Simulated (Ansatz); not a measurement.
A made-up structure of AlSnH₄, doublet:

```
atom    x (Å)    y (Å)    z (Å)
 Al1  -0.0289  -0.6432   0.1579
 Sn2   0.0949   2.1226  -0.5219
  H3   0.9864  -1.1788   1.2487
  H4   0.2722   3.7969  -0.7564
  H5   0.8072   0.3733  -0.9943
  H6  -0.7501   0.8579   0.6934
```

It is relaxed with PBE-D4/def2-SVP and then PBE0-D4/def2-TZVP (Ansatz 0.2.0). Atoms count as bonded within 1.22 times the sum of their covalent radii (H–H: 0.88 Å). The end point is not checked to be a true minimum.

(1) Does its bonding change? (Judge from chemistry; the calculation decides.)

Results:

(1) Computed: Yes. Formed: none; broken: Sn2–H5.

Where it ends: The first stage lowers the energy by 2.11 eV in 17 steps. It ends as AlSnH₄ ([H]1[AlH2][SnH]1):
```csv
atom,x (Å),y (Å),z (Å)
Al1,0.4227,-0.0894,-0.0162
Sn2,0.2485,2.4624,-0.9840
H3,1.1181,-0.2605,1.3926
H4,0.2666,3.3383,0.5444
H5,0.1727,-1.2065,-1.1039
H6,-0.8469,1.0844,-0.0055
```

Labels in which every atom is bracketed show which atoms are joined, not bond orders.

For scale, one of the runs: PBE0-D4/def2-TZVP relaxation, 111 basis functions, launched by `ansatz run in.yaml --threads 2 --pin off --events-out ev --progress --plain --max-ram 4352MiB`. Hardware: 2 CPU threads of an Arm Neoverse V1, shared host. Wall time about 19 s.
